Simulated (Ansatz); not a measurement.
Species: C$_{9}$H$_{7}$F$_{3}$, SMILES `C=Cc1ccc(C(F)(F)F)cc1` (C–C–C–C torsion 179°) (charge 0, multiplicity 1).

Q: Give a relaxed geometry from PBE0-D3(BJ)/def2-SVP in Ansatz (a first-principles code).

A: Several could match; the one computed here: the end point of this relaxation, one of several conformers (outside a Z-matrix the atoms follow the SMILES, hydrogens last).
Cartesian coordinates (Å) in one orientation:
```xyz
19

C     -3.552     0.210    -0.189
C     -2.549    -0.627     0.100
C     -1.111    -0.329     0.068
C     -0.201    -1.334     0.428
C      1.171    -1.104     0.417
C      1.661     0.145     0.042
C      3.140     0.393    -0.024
F      3.616     0.200    -1.261
F      3.819    -0.423     0.787
F      3.446     1.649     0.317
C      0.769     1.160    -0.317
C     -0.597     0.924    -0.304
H     -4.591    -0.122    -0.132
H     -3.385     1.247    -0.491
H     -2.797    -1.652     0.397
H     -0.580    -2.315     0.726
H      1.865    -1.895     0.707
H      1.153     2.142    -0.601
H     -1.277     1.730    -0.586
```
